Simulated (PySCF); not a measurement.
# Working out the ionisation energy of Si⁺

Si⁺ [Ne] 3s2 3p1 (2P) → Si²⁺ [Ne] 3s2 (1S). Calculation: PySCF 2.14, in aug-cc-pCVTZ-DK; the spin-free X2C one-electron Hamiltonian (Gaussian nucleus). Frozen: [Ne]. Energies in hartree (1 hartree = 27.21139 eV):

| part | Si⁺ (lower) | Si²⁺ (upper) |
| --- | --- | --- |
| UHF | -289.178982 | -288.597734 |
| CCSD correlation | -0.058905 | -0.044802 |
| (T) | -0.001103 | 0.000000 |

Question: What does Hartree-Fock give?

Answer: (-288.597734) − (-289.178982) = 0.581248 hartree = 15.817 eV.

Question: What do CCSD and CCSD(T) give?

Answer: The CCSD correlation energies differ by 0.014103 hartree = 0.384 eV and the triples by 0.001103 hartree = 0.030 eV, so CCSD gives 16.201 eV and CCSD(T) 16.231 eV.

Measured between the centres of the two terms (NIST): 16.322 eV, so CCSD(T) (valence) is off by -0.091 eV.

What remains against the reference includes basis incompleteness, the frozen core and higher excitations.
